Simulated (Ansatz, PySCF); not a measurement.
This PySCF input computes a r2SCAN/def2-TZVPD energy:

```python
from pyscf import gto, scf, dft

mol = gto.M(
    atom='''
    Si   -0.69467786    0.70320568    1.12848620
    Br    0.68014446   -0.68320349   -0.44602368
    F    -1.56439622    1.56302694   -0.02088642
    ''',
    basis='def2-tzvpd',
    charge=-1,
    spin=1,
    verbose=4,
)

mf = dft.UKS(mol, xc='r2scan').density_fit(auxbasis='def2-universal-jkfit')
mf.grids.level = 4
mf.conv_tol = 1e-9
mf.max_cycle = 100
mf.max_memory = 1500
mf.kernel()
if not mf.converged:
    mf = mf.newton()
    mf.kernel(mf.make_rdm1())
for _ in range(2):
    mo, _, stable, _ = mf.stability(return_status=True)
    if stable:
        break
    mf.kernel(mf.make_rdm1(mo, mf.mo_occ))
mf.analyze()
```

Task: Write an input for the same energy in Ansatz (a program for electronic structure) and say what it gives.

Result: 
Ansatz 0.2 input:
```yaml
crystal:
  periodic: [false, false, false]
  atoms:
    - {symbol: Si, position_ang: [-0.69467786, 0.70320568, 1.12848620]}
    - {symbol: Br, position_ang: [0.68014446, -0.68320349, -0.44602368]}
    - {symbol: F, position_ang: [-1.56439622, 1.56302694, -0.02088642]}
basis:
  gaussian:
    orbitals: def2-TZVPD
hamiltonian:
  xc: {name: r2SCAN}
total_charge: -1
magnetization: {spin_polarized: true, initial_magnetization: 1}
output: {forces: true}
```
It gives -2963.57884 Eh, and PySCF -2963.57895 Eh, a difference of 0.11 mEh, from the treatment of integrals and grids.
